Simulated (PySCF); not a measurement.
GeI and its ions

PBE; PySCF, scalar-relativistic core potentials, basis sets Ge def2-TZVPPD, I def2-TZVPPD with ECP28. Neutral (UKS): doublet (π ↑), Re = 2.545 Å, ωe = 235 cm⁻¹, De = 3.38 eV, HOMO -4.17 eV, LUMO -4.04 eV.

GeI⁺ (UKS): singlet (closed shell), Re = 2.424 Å, ωe = 291 cm⁻¹, De = 4.26 eV to Ge⁺ + I. The energies at the minima are -2374.39164 hartree for GeI and -2374.13411 for GeI⁺.

(1) Work out the adiabatic ionisation energy, without and with harmonic zero-point energies (1 hartree = 27.2114 eV, 1 eV = 8065.5 cm⁻¹), and the change of the bond length.

GeI⁻ (UKS): triplet (π ↑↑), Re = 2.751 Å, ωe = 161 cm⁻¹, De = 1.61 eV to Ge + I⁻. The energies at the minima are -2374.39164 hartree for GeI and -2374.44629 for GeI⁻.

(2) Work out the adiabatic electron affinity, without and with harmonic zero-point energies (1 hartree = 27.2114 eV, 1 eV = 8065.5 cm⁻¹), and the change of the bond length.

Spin–orbit coupling is left out, which matters for elements this heavy, above all for dissociation energies. For an ion De counts to the pair picked by the measured ionisation energies or electron affinities, which need not be the lowest pair at this level. The highest Kohn–Sham level is positive in this anion. Much of that is self-interaction error, but it also means that the finite basis helps to hold the extra electron. States were picked by a PBE0 search and need not be the measured ground states.

Results:

(1) At PBE: 0.25753 hartree = 7.008 eV between the minima; the zero-point term (291.0 − 235.0)/2 cm⁻¹ = +0.003 eV makes it 7.011 eV. Re changes by -12.1 pm against the neutral. The electron leaves a π orbital, and the shorter bond of the ion fits an antibonding orbital, or a change in how ionic the bond is.

(2) At PBE: 0.05465 hartree = 1.487 eV between the minima; the zero-point term (235.0 − 161.0)/2 cm⁻¹ = +0.005 eV makes it 1.492 eV. Re changes by +20.6 pm against the neutral. The electron enters a π orbital, and the longer bond of the ion fits an antibonding orbital, or a change in how ionic the bond is.
